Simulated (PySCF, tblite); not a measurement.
Species: C6H14P2S.
Numbering: `[CH3:1][P:2]([CH3:3])[P:4]1[CH2:5][CH2:6][S:7][CH2:8][CH2:9]1` (hydrogens: H10, H11, H12 on C1; H13, H14, H15 on C3; H16, H17 on C5; H18, H19 on C6; H20, H21 on C8; H22, H23 on C9)

The geometry is computed with GFN2-xTB (gas phase).

(1) What internal coordinates does the optimisation give?

Answers

(1) 
```csv
bond,length (bohr)
"C1–P2, P2–C3",3.505
P2–P4,4.149
"P4–C5, P4–C9",3.531
"C5–C6, C8–C9",2.871
"C6–S7, S7–C8",3.439
C1–H10 and 5 like bonds,2.057
C5–H16 and 3 like bonds,2.068
C6–H18 and 3 like bonds,2.063
```

Bonds in one row agree within 0.02 bohr and their mean is given. A selection of angles:
```csv
angle,degrees
C1–P2–C3,97.9
C1–P2–P4,97.3
P2–P4–C5,96.9
C5–P4–C9,96.6
P4–C5–C6,111.0
C5–C6–S7,112.2
C6–S7–C8,98.8
```

Torsions: C1–P2–P4–C5 -82° (synclinal); P2–P4–C5–C6 -161° (antiperiplanar); P4–C5–C6–S7 72° (synclinal); C5–C6–S7–C8 -63° (synclinal); C6–S7–C8–C9 63° (synclinal); S7–C8–C9–P4 -72° (synclinal); P2–P4–C9–C8 161° (antiperiplanar).

The 6-membered ring P4–C5–C6–S7–C8–C9 has internal angles of 96.6° to 112.2° (sum 642°, against 720° for a flat polygon); it is puckered, 0.31 Å rms from its mean plane, widest ring torsion 72°. P2 (three-coordinate phosphorus) is pyramidal (angles 97.9°, 97.3° and 97.3°, sum 292.4°, 0.97 Å off the plane of its three neighbours). P4 (three-coordinate phosphorus) is pyramidal (angles 96.9°, 96.9° and 96.6°, sum 290.3°, 0.99 Å off the plane of its three neighbours).

Point group: Cs (tolerance 0.08 Å). Its GFN2-xTB frequencies are all real (lowest 37 cm⁻¹). One conformer, not necessarily the lowest.
